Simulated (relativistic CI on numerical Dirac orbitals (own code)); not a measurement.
## Slater and spin-orbit integrals, Pr52+

These numbers are calculated, not measured: Dirac-Coulomb-Breit CI, KLI orbitals optimised for each configuration, model QED, unscaled Slater integrals (own radial code, finite nucleus).

Slater integrals F^k, G^k are unscaled and averaged over j, outside the closed core 1s2; ζ comes from projecting the Hamiltonian with its Breit term on Σ l·s of the shell.

- 2s2.2p3: F^2(2p,2p) = 1.0981e+06, ζ(2p) = 2.7663e+06 cm⁻¹; <r>(2p) = 0.08623, <r^2>(2p) = 0.009026 (bohr units).
- 2s.2p4: F^2(2p,2p) = 1.0967e+06, G^1(2s,2p) = 1.1705e+06, ζ(2p) = 2.7567e+06 cm⁻¹; <r>(2s) = 0.09894, <r^2>(2s) = 0.01156, <r>(2p) = 0.08633, <r^2>(2p) = 0.009049 (bohr units).
- 2p5: ζ(2p) = 2.7472e+06 cm⁻¹; <r>(2p) = 0.08648, <r^2>(2p) = 0.009081 (bohr units).

Averages of the first 10 configurations, taken without configuration mixing, which lowers the lowest level and can move excited configurations by several eV; other configurations of the list can lie among them:

| Configuration | Parity | States | Average energy above the lowest level (eV) |
| --- | --- | --- | --- |
| 2s2.2p3 | odd | 20 | 512.0 |
| 2s.2p4 | even | 30 | 1117.4 |
| 2p5 | odd | 6 | 1770.4 |
| 2p4.3s | even | 30 | 7403.4 |
| 2p4.3p | odd | 90 | 7575.2 |
| 2p4.3d | even | 150 | 7727.3 |
| 2s2.2p2.3s | even | 30 | 6205.4 |
| 2s2.2p2.3p | odd | 90 | 6385.3 |
| 2s2.2p2.3d | even | 150 | 6537.6 |
| 2s.2p3.3s | odd | 80 | 6780.3 |
